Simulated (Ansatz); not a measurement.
Geometry optimisation, RKS PBE/def2-SVP in Ansatz 0.2.0.

Input:

```yaml
crystal:
  periodic: [false, false, false]
  atoms:
    - { symbol: Ta, position_ang: [-0.093052, 0.499303, -0.057165] }
    - { symbol: Cl, position_ang: [2.179905, 0.535971, -0.961931] }
    - { symbol: F, position_ang: [0.75214, 1.083628, 1.541333] }
    - { symbol: O, position_ang: [-0.616834, -0.62772, -1.48297] }
    - { symbol: H, position_ang: [-0.595175, -1.457189, -1.985224] }
    - { symbol: F, position_ang: [-0.906497, 2.092272, -0.582616] }
    - { symbol: F, position_ang: [-1.324743, -0.36889, 1.080899] }
    - { symbol: "N", position_ang: [1.689482, -2.15994, 0.898635] }
    - { symbol: H, position_ang: [1.415012, -3.03126, 0.434958] }
    - { symbol: Si, position_ang: [2.006302, -2.25213, 2.64178] }
    - { symbol: H, position_ang: [3.006366, -3.321883, 3.021842] }
    - { symbol: H, position_ang: [2.53517, -0.911191, 3.059909] }
    - { symbol: H, position_ang: [0.708248, -2.560753, 3.336121] }
    - { symbol: H, position_ang: [2.418475, -1.684319, 0.322629] }
basis:
  gaussian: { orbitals: def2-SVP }
hamiltonian:
  xc: pbe
relax:
  f_tol: 0.03
  max_steps: 50
```

Command:

```bash
$ ansatz run input.yaml --threads 4 --pin off --max-ram 5120MiB --backend cpu --events-out ev --progress --plain --runs-dir out
```

**Question.** Where does it end, and by what steps?

**Answer.** The forces met the threshold. After 21 steps the energy has fallen by 0.746 eV; H13 moved furthest, 0.88 Å. Joined: Ta1–N8 (3.34 → 2.37 Å).

| step | energy less start (eV) | largest force component (eV/Å) | accepted |
| --- | --- | --- | --- |
| 0 | 0.0000 | 1.002 | yes |
| 1 | -0.2050 | 0.510 | yes |
| 2 | -0.4285 | 0.677 | yes |
| 3 | -0.6235 | 0.689 | yes |
| 4 | -0.6723 | 0.415 | yes |
| 5 | -0.6858 | 0.226 | yes |
| 6 | -0.7098 | 0.376 | yes |
| 7 | -0.6813 | 0.766 | no |
| 8 | -0.7262 | 0.058 | yes |
| 9 | -0.7309 | 0.234 | yes |
| 10 | -0.7348 | 0.136 | yes |
| 11 | -0.7383 | 0.081 | yes |
| 12 | -0.7402 | 0.060 | yes |
| 13 | -0.7419 | 0.112 | yes |
| 14 | -0.7430 | 0.154 | yes |
| 15 | -0.7439 | 0.105 | yes |
| 16 | -0.7448 | 0.054 | yes |
| 17 | -0.7455 | 0.058 | yes |
| 18 | -0.7459 | 0.075 | yes |
| 19 | -0.7460 | 0.068 | yes |
| 20 | -0.7462 | 0.031 | yes |
| 21 | -0.7463 | 0.022 | yes |

```xyz
14
Properties=species:S:1:pos:R:3
Ta 0.108 0.038 0.142
Cl 2.197 0.701 -0.827
F 0.809 0.689 1.809
O -0.298 -0.901 -1.460
H -0.138 -1.241 -2.352
F -0.921 1.583 -0.175
F -1.169 -0.977 1.130
N 1.391 -1.839 0.795
H 0.844 -2.682 0.561
Si 1.925 -1.889 2.546
H 2.498 -3.258 2.792
H 2.985 -0.853 2.720
H 0.723 -1.688 3.407
H 2.220 -1.847 0.180
```

Whether the end is a true minimum wasn't checked by a vibrational analysis.

Time of the run: 81 s on 4 threads of Arm Neoverse V2, on a shared host, peak memory 0.28 GiB.
